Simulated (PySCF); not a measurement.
# Relaxation of singlet LuSF

Method: PBE0/[Lu def2-SVP with ECP28, S def2-SVP, F def2-SVP], scalar-relativistic core potentials, density fitting, no spin–orbit coupling, PySCF. A (50,194) grid was used.

A hand-made bent start, of Cs symmetry, held to at least that symmetry:

```xyz
3
charge 0 multiplicity 1, angstrom
Lu    0.1052    0.0000   -0.2917
S    -1.7379    0.0000    0.9988
F     1.9565    0.0000    1.0046
```

At each step, columns x, y, z (Å) and Fx, Fy, Fz (eV/Å):

```
step 0  E − E(last) = 81.04 kJ/mol
Lu   0.105   0.000  -0.292   2.994   0.000   2.530
S   -1.738   0.000   0.999  -0.063   0.000  -0.221
F    1.956   0.000   1.005  -2.930   0.000  -2.309
step 1  E − E(last) = 20.57 kJ/mol
Lu   0.170   0.000  -0.213   2.218   0.000   1.441
S   -1.738   0.000   0.982  -0.181   0.000   0.017
F    1.892   0.000   0.943  -2.036   0.000  -1.458
step 2  E − E(last) = 2.15 kJ/mol
Lu   0.209   0.000  -0.182   0.880   0.000   0.466
S   -1.731   0.000   0.980  -0.104   0.000   0.051
F    1.846   0.000   0.914  -0.775   0.000  -0.516
step 3  E − E(last) = 0.49 kJ/mol
Lu   0.234   0.000  -0.171  -0.371   0.000  -0.346
S   -1.722   0.000   0.982  -0.011   0.000   0.033
F    1.812   0.000   0.900   0.382   0.000   0.313
step 4  E − E(last) = 0.04 kJ/mol
Lu   0.227   0.000  -0.179   0.055   0.000   0.001
S   -1.722   0.000   0.984  -0.007   0.000   0.006
F    1.819   0.000   0.907  -0.048   0.000  -0.007
step 5  E − E(last) = 0.02 kJ/mol
Lu   0.228   0.000  -0.181   0.014   0.000  -0.010
S   -1.720   0.000   0.985  -0.001   0.000  -0.002
F    1.816   0.000   0.908  -0.013   0.000   0.012
step 6  E − E(last) = 0.00 kJ/mol
Lu   0.228   0.000  -0.184  -0.003   0.000  -0.005
S   -1.717   0.000   0.986   0.000   0.000  -0.011
F    1.812   0.000   0.910   0.003   0.000   0.016
step 7  E − E(last) = 0.00 kJ/mol
Lu   0.228   0.000  -0.185   0.002   0.000   0.000
S   -1.716   0.000   0.986  -0.001   0.000  -0.011
F    1.812   0.000   0.910  -0.001   0.000   0.012
```

It ends at Cs with Lu–F 1.926 Å, Lu–S 2.270 Å; F–Lu–S 114.6° (after a last refinement on a finer grid). A frequency run shows a minimum. Other isomers or separated fragments may lie lower.

The relaxation took about 2.4 core-minutes on a shared host.
